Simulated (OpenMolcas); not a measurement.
## Mn2+: effect of the active space

```
Program             : OpenMolcas 26.06
Method              : CASSCF
Basis               : ANO-RCC-MB
Scalar Hamiltonian  : DKH2, point nucleus
Spin-orbit coupling : state interaction with AMFI integrals over the reference wave functions, term energies averaged over their components
```

A. 5 electrons in 5 orbitals (3d); 2S+1 = 6 even, 1 root; 2S+1 = 4 even, 24 roots; 2S+1 = 2 even, 75 roots; cost roughly 30 core-seconds
B. 5 electrons in 6 orbitals (3d 4s); 2S+1 = 6 even, 1 root; 2S+1 = 4 even, 24 roots kept (CI in the orbitals of an earlier block); 2S+1 = 2 even, 67 roots kept (CI in the orbitals of an earlier block); cost of the order of 50 core-seconds

Energies in cm⁻¹ above 3d⁵ ⁶S_5/2, the measured ground level; measured values from Corliss and Sugar, J. Phys. Chem. Ref. Data 6, 1253 (1977).

```json
{"Level": "3d⁵ ⁶S_5/2", "A": "0.0", "B": "0.0", "Measured": "0.0"}
{"Level": "3d⁵ ⁴G_5/2", "A": "30082", "B": "30074", "Measured": "26858"}
{"Level": "3d⁵ ⁴G_7/2", "A": "30095", "B": "30087", "Measured": "26860"}
{"Level": "3d⁵ ⁴G_11/2", "A": "30098", "B": "30090", "Measured": "26824"}
{"Level": "3d⁵ ⁴G_9/2", "A": "30102", "B": "30094", "Measured": "26851"}
{"Level": "3d⁵ ⁴P_5/2", "A": "34618", "B": "34578", "Measured": "29168"}
{"Level": "3d⁵ ⁴P_3/2", "A": "34654", "B": "34614", "Measured": ""}
{"Level": "3d⁵ ⁴P_1/2", "A": "34696", "B": "34655", "Measured": ""}
{"Level": "3d⁵ ⁴D_7/2", "A": "37516", "B": "37486", "Measured": "32307"}
{"Level": "3d⁵ ⁴D_1/2", "A": "37556", "B": "37526", "Measured": "32369"}
{"Level": "3d⁵ ⁴D_3/2", "A": "37587", "B": "37557", "Measured": ""}
{"Level": "3d⁵ ⁴D_5/2", "A": "37595", "B": "37565", "Measured": "32384"}
{"Level": "3d⁵ ²I_11/2", "A": "42833", "B": "42832", "Measured": "39174"}
{"Level": "3d⁵ ²I_13/2", "A": "42864", "B": "42863", "Measured": "39176"}
{"Level": "3d⁵ ²D_5/2(1) [73 %]", "A": "48310", "B": "48260", "Measured": "41238"}
{"Level": "3d⁵ ²D_3/2(1)", "A": "48690", "B": "48638", "Measured": "41570"}
{"Level": "3d⁵ ²F_7/2(1)", "A": "49600", "B": "49555", "Measured": "42606"}
{"Level": "3d⁵ ²F_5/2(1) [72 %]", "A": "50054", "B": "50007", "Measured": "43105"}
{"Level": "3d⁵ ⁴F_9/2", "A": "50596", "B": "50563", "Measured": "43573"}
{"Level": "3d⁵ ⁴F_7/2", "A": "50622", "B": "50589", "Measured": "43602"}
{"Level": "3d⁵ ⁴F_5/2", "A": "50680", "B": "50647", "Measured": "43669"}
{"Level": "3d⁵ ⁴F_3/2", "A": "50711", "B": "50679", "Measured": "43675"}
{"Level": "3d⁵ ²H_9/2", "A": "52704", "B": "52676", "Measured": "46516"}
{"Level": "3d⁵ ²H_11/2", "A": "52825", "B": "52796", "Measured": "46671"}
```

Deviations, from unrounded energies. A percentage is the sum of absolute deviations over the sum of measured energies, with the sign that they share, or ± where signs differ.

```json
{"Against measurement": "mean absolute deviation (cm-1)", "Levels": "20", "A": "5500", "B": "5500"}
{"Against measurement": "other terms of the ground configuration (%)", "Levels": "20", "A": "+14.7", "B": "+14.6"}
```

A, B lie about equally close to measurement. The largest miss of B in the table is 3d⁵ ²D_3/2(1), by +7100 cm-1. The ranking rests on the paired levels alone, and a cruder setting can come out closer through cancelling errors.

The spin-orbit steps hold different terms of 3d⁵ (B lacks a ²D, ²P), which shifts levels as well.

Between A and B the level of the table that moves most is 3d⁵ ²D_3/2(1), by 52 cm-1 (lowest in B, highest in A).

Without dynamic correlation excited terms often stand tens of per cent too high (terms of higher spin than the ground term too low), and those without a measured partner can miss by more than the paired ones. Terms from blocks run as CI alone lack orbitals of their own (holds for B). Measured partners are found by configuration, term and J. A level has none where our copy of the source lacks it or the pairing is in doubt (some pairs that miss far off the trend of their configuration count as doubtful), and it then counts in no deviation. Only configurations of the active space appear. Levels that lie high or do not pair safely by name in every column are left out.

A share in square brackets marks a mixed level and gives the weight of the term that names it, the lowest over the columns. A number in round brackets counts repeated terms of one configuration in the order of the reference energies.
